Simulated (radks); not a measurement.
Values are calculated unless marked as measured or tabulated.
Coulomb parameter of the 4f shell of the praseodymium ion Pr2+ in the model configuration [Xe] 4f1.5 6p1.5, as a second difference U = [E(n + 0.5) + E(n - 0.5) - 2 E(n)] / (0.5)^2 with all orbitals relaxed. "Bare": the charge of the atom changes with n. "Screened": the 6p shell takes up the change at fixed total charge, which measures U(4f,4f) + U(6p,6p) - 2 U(4f,6p). Code: a radial shooting solver on a logarithmic mesh with Libxc functionals. Model: scalar-relativistic Kohn-Sham, BLYP, spin-unpolarised, spherical densities, point nucleus.

| case | configuration | E - E(n) (eV) |
|---|---|---|
| start | [Xe] 4f1.5 6p1.5 | 0.000 |
| bare +0.5 | [Xe] 4f2 6p1.5 | -11.737 |
| bare -0.5 | [Xe] 4f1 6p1.5 | 16.038 |
| screened +0.5 | [Xe] 4f2 6p1 | -6.495 |
| screened -0.5 | [Xe] 4f1 6p2 | 8.694 |

U(bare) = 17.204 eV, U(screened by 6p) = 8.795 eV, against the Slater integral F0(4f,4f) = 25.804 eV with frozen orbitals.
